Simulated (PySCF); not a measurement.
Bonds (- single, = double, # triple, : aromatic): O1-B2, B2-O3, B2-C4, C4:C5, C5:C6, C6:C7, C7:C8, C8:C9, C9-C10, C10=C11, C11-Si12, C9:C4, Si12-C8. O1 carries H13; O3 carries H14; C5 carries H15; C6 carries H16; C7 carries H17; C10 carries H18; C11 carries H19; Si12 carries H20, H21.

Geometry: PBE0-D3(BJ)/def2-SVP; GIAO shifts from PySCF, gas phase, non-relativistic, averaged over equivalent atoms.

At PBE/pcSseg-1 (256 basis functions, 79 s wall time on 1 thread of an Arm Neoverse V2, shared host):
```csv
atoms,δ (ppm)
O1/O3,138.8
B2,27.1
C10,158.5
C9,157.0
C5,140.6
C7,138.4
C8,135.1
C11,133.0
C4,132.1
C6,130.3
Si12,-43.2
H18,7.87
H15,7.87
H17,7.68
H16,7.25
H19,6.46
H20/H21,4.97
H13/H14,4.09
```

δ = σ(ref) − σ, references computed at the same level: H2O for ¹⁷O (σref 334.63); ¹¹B (σref 94.77) vs BF3·OEt2; ¹³C (σref 180.03), ²⁹Si (σref 334.61), ¹H (σref 31.20) against TMS.

Predict the values at PBE0/pcSseg-1 on the same geometry.

Answers


```json
{"atoms": "O1/O3", "δ at PBE0/pcSseg-1": "128.4", "change": "-10.4"}
{"atoms": "B2", "δ at PBE0/pcSseg-1": "28.9", "change": "+1.8"}
{"atoms": "C10", "δ at PBE0/pcSseg-1": "160.3", "change": "+1.8"}
{"atoms": "C9", "δ at PBE0/pcSseg-1": "159.2", "change": "+2.2"}
{"atoms": "C5", "δ at PBE0/pcSseg-1": "143.5", "change": "+2.9"}
{"atoms": "C7", "δ at PBE0/pcSseg-1": "141.4", "change": "+3.0"}
{"atoms": "C8", "δ at PBE0/pcSseg-1": "136.4", "change": "+1.3"}
{"atoms": "C11", "δ at PBE0/pcSseg-1": "135.5", "change": "+2.5"}
{"atoms": "C4", "δ at PBE0/pcSseg-1": "133.5", "change": "+1.4"}
{"atoms": "C6", "δ at PBE0/pcSseg-1": "132.5", "change": "+2.2"}
{"atoms": "Si12", "δ at PBE0/pcSseg-1": "-40.3", "change": "+2.9"}
{"atoms": "H18", "δ at PBE0/pcSseg-1": "7.88", "change": "+0.01"}
{"atoms": "H15", "δ at PBE0/pcSseg-1": "8.02", "change": "+0.15"}
{"atoms": "H17", "δ at PBE0/pcSseg-1": "7.80", "change": "+0.12"}
{"atoms": "H16", "δ at PBE0/pcSseg-1": "7.38", "change": "+0.13"}
{"atoms": "H19", "δ at PBE0/pcSseg-1": "6.58", "change": "+0.12"}
{"atoms": "H20/H21", "δ at PBE0/pcSseg-1": "4.89", "change": "-0.08"}
{"atoms": "H13/H14", "δ at PBE0/pcSseg-1": "4.11", "change": "+0.02"}
```

Scale: ¹⁷O (σ = 334.56 ppm) vs H2O; BF3·OEt2 for ¹¹B (σ = 100.73 ppm); ¹³C (σ = 184.41 ppm), ²⁹Si (σ = 351.99 ppm), ¹H (σ = 31.27 ppm) against TMS (reference shieldings calculated alike).

The largest change is at O1/O3 (oxygen bonded to B, H). Cost: 256 basis functions, 67 s wall time on 1 thread of an Arm Neoverse V2, shared host. The order of the carbon signals is the same at both levels.

A carbon bonded to boron is broadened by the quadrupolar boron nucleus and is often missing from a measured spectrum. Experimental scales use liquid or dissolved standards, which lie at an offset from isolated H2O (liquid H2O: subtract about 36 ppm).
